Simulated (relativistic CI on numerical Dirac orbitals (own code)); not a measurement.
# Energy levels of Cu25+

Calculated at this level of theory: Dirac-Coulomb-Breit CI, KLI orbitals optimised for each configuration, a model potential for QED, unscaled Slater integrals (own radial code, finite nucleus).

CI space (outside the closed core 1s2): 2s2, 2s 2p, 2p2, 2p 3s, 2p 3p, 2s 3s, 2s 3p, 2s 3d, 2s 4s, 2s 4p, 2s 4d, 2s 4f, 3s2, 3s 3p, 3p2. Levels of other configurations are missing.

```tsv
No.	Configuration	Term	J	E (eV)	%	Next component (%)	jj configuration (%)
1	2s2	1S	0	0.00	96	4 2p2 1S	closed (96)
2	2s 2p	3P°	0	48.99	100		2s 2p1/2 (100)
3	2s 2p	3P°	1	54.60	96	4 1P°	2s 2p1/2 (84)
4	2s 2p	3P°	2	73.64	100		2s 2p3/2 (100)
5	2s 2p	1P°	1	113.16	96	4 3P°	2s 2p3/2 (84)
6	2p2	3P	0	136.47	90	9 1S	2p1/2^2 (90)
7	2p2	3P	1	152.06	100		2p1/2 2p3/2 (100)
8	2p2	3P	2	159.30	64	36 1D	2p1/2 2p3/2 (91)
9	2p2	1D	2	183.74	64	36 3P	2p3/2^2 (91)
10	2p2	1S	0	214.13	87	10 3P	2p3/2^2 (89)
11	2s 3s	3S	1	1401.51	98	2 2p 3p 3S	2s 3s (98)
12	2s 3s	1S	0	1411.25	97	3 2p 3p 1S	2s 3s (97)
13	2s 3p	3P°	0	1425.70	99	1 2p 3s 3P°	2s 3p1/2 (99)
14	2s 3p	3P°	1	1425.86	67	31 1P°	2s 3p1/2 (98)
15	2s 3p	1P°	1	1432.29	60	33 3P°	2s 3p3/2 (93)
16	2s 3p	3P°	2	1432.88	100		2s 3p3/2 (100)
17	2s 3d	3D	1	1444.52	98	2 2p 3p 3D	2s 3d3/2 (98)
18	2s 3d	3D	2	1445.41	98	1 2p 3p 3D	2s 3d3/2 (68)
19	2s 3d	3D	3	1446.94	99	1 2p 3p 3D	2s 3d5/2 (99)
20	2s 3d	1D	2	1455.81	97	2 2p 3p 1D	2s 3d5/2 (68)
21	2p 3s	3P°	0	1463.64	99	1 2s 3p 3P°	2p1/2 3s (99)
22	2p 3s	3P°	1	1466.49	78	17 1P°	2p1/2 3s (92)
23	2p 3p	3D	1	1479.04	69	26 1P	2p1/2 3p1/2 (98)
24	2p 3s	3P°	2	1488.99	100		2p3/2 3s (100)
25	2p 3p	3P	1	1491.02	32	29 3S	2p1/2 3p3/2 (95)
26	2p 3p	3D	2	1491.04	77	12 1D	2p1/2 3p3/2 (89)
27	2p 3p	3P	0	1492.27	85	14 1S	2p1/2 3p1/2 (94)
28	2p 3s	1P°	1	1494.83	75	21 3P°	2p3/2 3s (94)
29	2p 3p	3P	1	1509.38	54	33 1P	2p3/2 3p1/2 (69)
30	2p 3p	3D	3	1511.92	99	1 2s 3d 3D	2p3/2 3p3/2 (99)
```

Energies count from the lowest computed level; ° marks odd parity. Filled j subshells are mostly left out of the jj labels.

The mean weight of the leading LS term, summed over parents, in these 30 levels is 86 %, and that of the leading jj configuration (from the same eigenvectors) 92 %.

At this charge energies of transitions that change n are usually good to better than 1 %, and those within a shell (Δn = 0) to a few per cent.

LS names give the leading component of a level, which can be under half, so a name can repeat, a term be missing and a line seem to break the LS rules.
